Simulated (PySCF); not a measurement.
An unknown is described by computed data only.

Formula: C3H5Cl3O2Si.

| Item | Value |
| --- | --- |
| 1H NMR | chemical shifts (computed TMS as zero) by class: 4.90 (3 H), 3.64 (2 H) ppm [GIAO PBE0/pcSseg-1] |
| Rotational structure | rotational constants A, B, C: 1.477, 0.535, 0.504 GHz [GFN2-xTB] |
| Dipole | 1.39 D [PBE0/pcSseg-1] |
| NMR, other nuclei | isotropic shieldings of nuclei other than C and H, by class: -126 (1 O), 144 (1 O), 387 (1 Si), 464 (3 Cl) ppm [GIAO PBE0/pcSseg-1] |
| 13C NMR | chemical shifts (computed TMS as zero) by class: 171.3 (1 C), 119.3 (1 C), 63.6 (1 C) ppm [GIAO PBE0/pcSseg-1] |

Electronic properties: PySCF, gas phase, density fitting. Levels stand in brackets. Isolated species at its GFN2-xTB geometry (one conformer only). NMR values are class means; diastereotopic atoms form classes of their own.

Task: Give a SMILES that accounts for the data.

Result: Numbering: `[O:1]=[C:2]([CH2:3][C:4]([Cl:5])([Cl:6])[Cl:7])[O:8][SiH3:9]`. Its formula, C3H5Cl3O2Si, gives 1 degree of unsaturation: 0 rings and 1 π bond in the structure found. 3 carbons fall into 3 classes; from least to most shielded: carbonyl carbon [C2] (171.3 ppm), CCl3 carbon [C4] (119.3 ppm), sp3 carbon next to a carbonyl [C3] (63.6 ppm). Hydrogen classes from least to most shielded: 3 H on an oxygen-bound silicon, Si9 (4.90 ppm), 2 H on an sp3 carbon next to a carbonyl, C3 (3.64 ppm). The other shieldings belong to: -126 ppm, carbonyl oxygen [O1]; 144 ppm, oxygen singly bound to a carbonyl carbon [O8]; 387 ppm, oxygen-bound silicon [Si9]; 464 ppm, chlorine of a CCl3 group [Cl5/Cl6/Cl7]. The optimised geometry has point group C1 and is an asymmetric top. Structure: `O=C(CC(Cl)(Cl)Cl)O[SiH3]`. The assignments are read from this structure; whether some other isomer fits the data as well wasn't checked. NMR values of atoms bound to several Cl lack the spin–orbit term that these neighbours bring.

Conformer computed: `[O:1]=[C:2]([CH2:3][C:4]([Cl:5])([Cl:6])[Cl:7])[O:8][SiH3:9]`: O1–C2–C3–C4 151°, C2–C3–C4–Cl5 -51°, O1–C2–O8–Si9 -2°.
